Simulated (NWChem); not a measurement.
System: CH$_{5}$NOSi$_{2}$; SMILES O=C=N[SiH2][SiH3]

```xyz
10

O      0.6695    -3.2130     0.0019
C      0.1667    -2.1461    -0.0009
N     -0.3515    -1.0645    -0.0045
Si    -0.9936     0.5355     0.0012
Si     0.7411     2.1234    -0.0001
H     -1.8545     0.6925    -1.2011
H     -1.8477     0.6876     1.2090
H      1.5889     1.9705    -1.2136
H      1.5974     1.9630     1.2064
H      0.1551     3.4931     0.0061
```
Atoms are numbered in this order, from 1.

All runs: NWChem. Medium grid unless said otherwise, to which SCAN and Minnesota functionals are sensitive. Geometry: optimised at B3LYP/6-31G* (spherical d). Hybrids' shares of exact exchange are those that their runs print; pure functionals count as 0. The functionals differ in more than this share.

| row | share of exact exchange | highest occupied level (eV) |
|---|---|---|
| PBE/def2-TZVP | 0.00 | -6.90 |
| BLYP/def2-TZVP | 0.00 | -6.77 |
| TPSSh/def2-TZVP | 0.10 | -7.48 |
| B3LYP/def2-TZVP | 0.20 | withheld |
| M06-2X/def2-TZVP | 0.54 | -9.19 |

Fit a straight line of the last column on the one before it, predict the withheld value, and compare with the run.


1. Means of the 4 shown rows: x = 0.160, y = -7.585. Slope Σ(x − x̄)(y − ȳ)/Σ(x − x̄)² = -0.8562/0.1992 = -4.298; intercept -6.897.
2. The shown rows scatter about the line by 0.100 (root mean square); the largest residual is -0.15, at TPSSh/def2-TZVP.
3. At x = 0.20 (B3LYP/def2-TZVP; inside the shown range) the line gives -7.76.
4. The run gives -7.90, -0.14 from the line, 1.4 times the scatter.
